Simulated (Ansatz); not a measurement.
Ansatz (a program for electronic structure) input file for BrGaH2O2, SMILES [OH][Ga]([OH])[Br], B3LYP-D3(BJ)/def2-SVP. 

Ansatz 0.2 input:
```yaml
crystal:
  periodic: [false, false, false]
  atoms:
    - {symbol: Ga, position_ang: [-0.00286085, 0.74450474, 0.00000000]}
    - {symbol: Br, position_ang: [-0.00499060, -1.51136416, -0.00000000]}
    - {symbol: O, position_ang: [-1.52830682, 1.56250928, -0.00000000]}
    - {symbol: H, position_ang: [-1.55376523, 2.51966198, 0.00000000]}
    - {symbol: O, position_ang: [1.46123905, 1.68213377, -0.00000000]}
    - {symbol: H, position_ang: [2.35366474, 1.34129201, -0.00000001]}
basis:
  gaussian:
    orbitals: def2-SVP
hamiltonian:
  xc: b3lyp
  dispersion: d3bj
relax: {f_tol: 0.002, max_steps: 200}
```

It prints:

```
Functional definition: B3LYP
integrals: 0.05 GiB planned
1047 factors; integrals over basis functions are off by at most 3.6e-4 eV
mean field: 0.55 GiB planned
mean field evaluation 1: about -126527.1388 eV, gradient 7.8e1 eV
mean field evaluation 2: about -126491.1029 eV, gradient 1.5e2 eV
mean field evaluation 4: about -126537.4533 eV, gradient 6.7e0 eV
mean field evaluation 8: about -126537.5370 eV, gradient 1.6e-1 eV
mean field evaluation 16: about -126537.5371 eV, gradient 6.8e-5 eV
mean field -126537.53705616 eV, -4650.1687165906 hartree, gradient 6.8e-5 eV, S^2 0.000000; 0 other end points of the search recorded, 0 dependent functions left out
the calculation of the forces begins
reference -126537.53728329 eV, -4650.1687249376 hartree; 42, 42 occupied and 60, 60 virtual orbitals, 1047 factors
relax step   1: F+E_penalty+E_count = -126537.73426372 eV  Δ(F+E_penalty+E_count) = +0.000e0 eV  max|allowed force component| = 1.181e0 eV/Å  Δτ_max = 0.0000 Å  (28 SCF iters, accepted)
these checks for a lower state are left out or cut short: starts, cluster_reference, orbital_swaps, neighbouring_geometries, increment
integrals: 0.05 GiB planned
1047 factors; integrals over basis functions are off by at most 3.3e-4 eV
mean field: 0.55 GiB planned
mean field -126537.58927373 eV, -4650.1706355510 hartree, gradient 7.0e-5 eV, S^2 0.000000; 0 other end points of the search recorded, 0 dependent functions left out
the calculation of the forces begins
reference -126537.58950154 eV, -4650.1706439229 hartree; 42, 42 occupied and 60, 60 virtual orbitals, 1047 factors
relax step   2: F+E_penalty+E_count = -126537.78454083 eV  Δ(F+E_penalty+E_count) = -5.028e-2 eV  max|allowed force component| = 6.642e-1 eV/Å  Δτ_max = 0.0311 Å  (28 SCF iters, accepted)
these checks for a lower state are left out or cut short: starts, cluster_reference, orbital_swaps, neighbouring_geometries, increment
integrals: 0.05 GiB planned
1047 factors; integrals over basis functions are off by at most 3.2e-4 eV
mean field: 0.54 GiB planned
mean field -126537.62389283 eV, -4650.1719077796 hartree, gradient 6.9e-5 eV, S^2 0.000000; 0 other end points of the search recorded, 0 dependent functions left out
the calculation of the forces begins
reference -126537.62412115 eV, -4650.1719161701 hartree; 42, 42 occupied and 60, 60 virtual orbitals, 1047 factors
relax step   3: F+E_penalty+E_count = -126537.81844068 eV  Δ(F+E_penalty+E_count) = -3.390e-2 eV  max|allowed force component| = 2.474e-1 eV/Å  Δτ_max = 0.0351 Å  (28 SCF iters, accepted)
these checks for a lower state are left out or cut short: starts, cluster_reference, orbital_swaps, neighbouring_geometries, increment
integrals: 0.05 GiB planned
1047 factors; integrals over basis functions are off by at most 3.4e-4 eV
mean field: 0.54 GiB planned
mean field evaluation 32: about -126537.6340 eV, gradient 2.0e-5 eV
mean field -126537.63395048 eV, -4650.1722773914 hartree, gradient 6.3e-5 eV, S^2 0.000000; 0 other end points of the search recorded, 0 dependent functions left out
the calculation of the forces begins
reference -126537.63417866 eV, -4650.1722857766 hartree; 42, 42 occupied and 60, 60 virtual orbitals, 1047 factors
relax step   4: F+E_penalty+E_count = -126537.82931058 eV  Δ(F+E_penalty+E_count) = -1.087e-2 eV  max|allowed force component| = 2.105e-1 eV/Å  Δτ_max = 0.0510 Å  (28 SCF iters, accepted)
these checks for a lower state are left out or cut short: starts, cluster_reference, orbital_swaps, neighbouring_geometries, increment
integrals: 0.05 GiB planned
1047 factors; integrals over basis functions are off by at most 3.6e-4 eV
mean field: 0.54 GiB planned
mean field -126537.63562467 eV, -4650.1723389166 hartree, gradient 6.5e-5 eV, S^2 0.000000; 0 other end points of the search recorded, 0 dependent functions left out
the calculation of the forces begins
reference -126537.63585235 eV, -4650.1723472837 hartree; 42, 42 occupied and 60, 60 virtual orbitals, 1047 factors
relax step   5: F+E_penalty+E_count = -126537.83193918 eV  Δ(F+E_penalty+E_count) = -2.629e-3 eV  max|allowed force component| = 6.803e-2 eV/Å  Δτ_max = 0.0337 Å  (27 SCF iters, accepted)
these checks for a lower state are left out or cut short: starts, cluster_reference, orbital_swaps, neighbouring_geometries, increment
integrals: 0.05 GiB planned
1047 factors; integrals over basis functions are off by at most 3.6e-4 eV
mean field: 0.54 GiB planned
mean field -126537.63572738 eV, -4650.1723426910 hartree, gradient 1.1e-5 eV, S^2 0.000000; 0 other end points of the search recorded, 0 dependent functions left out
the calculation of the forces begins
reference -126537.63595499 eV, -4650.1723510557 hartree; 42, 42 occupied and 60, 60 virtual orbitals, 1047 factors
relax step   6: F+E_penalty+E_count = -126537.83214179 eV  Δ(F+E_penalty+E_count) = -2.026e-4 eV  max|allowed force component| = 1.275e-2 eV/Å  Δτ_max = 0.0048 Å  (26 SCF iters, accepted)
these checks for a lower state are left out or cut short: starts, cluster_reference, orbital_swaps, neighbouring_geometries, increment
integrals: 0.05 GiB planned
1047 factors; integrals over basis functions are off by at most 3.6e-4 eV
mean field: 0.55 GiB planned
mean field -126537.63570913 eV, -4650.1723420203 hartree, gradient 4.9e-5 eV, S^2 0.000000; 0 other end points of the search recorded, 0 dependent functions left out
the calculation of the forces begins
reference -126537.63593674 eV, -4650.1723503850 hartree; 42, 42 occupied and 60, 60 virtual orbitals, 1047 factors
relax step   7: F+E_penalty+E_count = -126537.83214600 eV  Δ(F+E_penalty+E_count) = -4.214e-6 eV  max|allowed force component| = 1.811e-2 eV/Å  Δτ_max = 0.0018 Å  (23 SCF iters, accepted)
these checks for a lower state are left out or cut short: starts, cluster_reference, orbital_swaps, neighbouring_geometries, increment
integrals: 0.05 GiB planned
1047 factors; integrals over basis functions are off by at most 3.6e-4 eV
mean field: 0.54 GiB planned
mean field -126537.63572060 eV, -4650.1723424420 hartree, gradient 3.1e-5 eV, S^2 0.000000; 0 other end points of the search recorded, 0 dependent functions left out
the calculation of the forces begins
reference -126537.63594821 eV, -4650.1723508064 hartree; 42, 42 occupied and 60, 60 virtual orbitals, 1047 factors
relax step   8: F+E_penalty+E_count = -126537.83215518 eV  Δ(F+E_penalty+E_count) = -9.184e-6 eV  max|allowed force component| = 7.979e-4 eV/Å  Δτ_max = 0.0016 Å  (22 SCF iters, accepted)
integrals: 0.05 GiB planned
1047 factors; integrals over basis functions are off by at most 3.6e-4 eV
mean field: 0.54 GiB planned
mean field evaluation 64: about -126537.6231 eV, gradient 2.0e0 eV
mean field -126537.63572060 eV, -4650.1723424420 hartree, gradient 3.1e-5 eV, S^2 0.000000; 1 other end points of the search recorded, 0 dependent functions left out
the calculation of the forces begins
reference -126537.63594821 eV, -4650.1723508064 hartree; 42, 42 occupied and 60, 60 virtual orbitals, 1047 factors
Total energy: -126537.83238279 eV, -4650.1795696443 hartree
Atom 0 at    -0.007035     0.759076     0.000000 Å, force     0.000504    -0.000276    -0.000000 eV/Å
Atom 1 at     0.065331    -1.524981    -0.000000 Å, force    -0.000085     0.000563     0.000000 eV/Å
Atom 2 at    -1.586625     1.570344     0.000000 Å, force    -0.000798    -0.000331     0.000000 eV/Å
Atom 3 at    -1.506595     2.534471     0.000000 Å, force     0.000258     0.000222     0.000000 eV/Å
Atom 4 at     1.469942     1.755728    -0.000000 Å, force     0.000353    -0.000517    -0.000000 eV/Å
Atom 5 at     2.289962     1.244099     0.000000 Å, force    -0.000232     0.000339     0.000000 eV/Å
Dipole moment:     0.288391     0.186165    -0.000000 e Å
```

The run converged.

Cost: very roughly 60 core-seconds.
